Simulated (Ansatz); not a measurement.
Ideal-gas functions of `[OH][SnH2][F]` at 298.15 K and 1 bar, from an Ansatz frequency run at PBE0-D4/def2-TZVP.

Molar mass 156.73 g/mol, point group C1 (symmetry number 1), electronic degeneracy 1, moments of inertia 46.824, 90.221, 127.216 u Å². Harmonic wavenumbers (cm⁻¹, unscaled): 148, 211, 443, 504, 610, 633, 655, 672, 857, 1971, 2013, 3895.

Use S(trans) = R[1.5 ln M + 2.5 ln T − 1.1517]; rotational temperatures θ = 24.2544 K / I; S(rot) = R[ln(√π/σ · √(T³/θAθBθC)) + 1.5]; for each mode x = 1.438777 ν̃/T, S = R[x/(eˣ − 1) − ln(1 − e⁻ˣ)] and H = RT x/(eˣ − 1); 1 cm⁻¹ = 0.0119627 kJ/mol; R = 8.31446 J/(mol·K).

Q: By hand: the entropy, in J/(mol·K).

A: Translation 171.9. Rotation: θ = 0.518, 0.2688, 0.1907 K, giving 103.4. Vibration, mode by mode: 11.29, 8.51, 3.42, 2.71, 1.81, 1.66, 1.52, 1.43, 0.69, 0.01, 0.01, 0.00, in all 33.1. Electronic 0.0. Sum 308.4 J/(mol·K).

Q: By hand: H − E and G − E in kJ/mol, counted from the electronic energy.

A: Zero-point energy ½ × 12612 × 0.0119627 = 75.4; thermal vibration 6.0; translation, rotation and pV give 4 RT = 9.9. H − E = 91.3 kJ/mol, and G − E = 91.3 − 298.15 × 308.4/1000 = -0.6 kJ/mol.

Vibration gives 11 % of the entropy, 11.3 J/(mol·K) of it from the mode under 150 cm⁻¹: soft modes count most, and the harmonic formula is weakest for them. The sum counts one conformer and one mirror image; others add a mixing term.
